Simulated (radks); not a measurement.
Results of a calculation; reference values are marked as such.
Problem. The ruthenium ion Ru+, 43 electrons, occupied as [Kr] 4d5 5p2 (not the ground configuration). Code: a radial shooting solver on a logarithmic mesh with Libxc functionals. Model: scalar-relativistic Kohn-Sham, PBE, spin-unpolarised, spherical densities, finite nucleus; Fermi nuclear charge, rms radius 4.4809 fm. Some entries of the table are withheld. Estimate them.

| orbital | occ. | eigenvalue (hartree) | r(max) (bohr) | <1/r> (bohr^-1) |
|---|---|---|---|---|
| 1s | 2 | -806.8339 | (1) | 45.87 |
| 2s | 2 | -116.5971 | 0.1229 | 10.37 |
| 2p | 6 | -104.4977 | 0.09824 | 10.06 |
| 3s | 2 | -21.09364 | 0.3616 | 3.595 |
| 3p | 6 | -17.11722 | 0.3549 | 3.423 |
| 3d | 10 | -10.72017 | 0.3011 | (2) |
| 4s | 2 | -3.46310 | (3) | 1.354 |
| 4p | 6 | -2.34896 | 0.9783 | 1.214 |
| 4d | 5 | -0.76698 | 1.173 | 0.8998 |
| 5p | 2 | -0.33490 | 2.953 | 0.3716 |

Solution. 
(1) 1s r(max) (bohr): 0.02172
(2) 3d <1/r> (bohr^-1): 3.195
(3) 4s r(max) (bohr): 0.9124
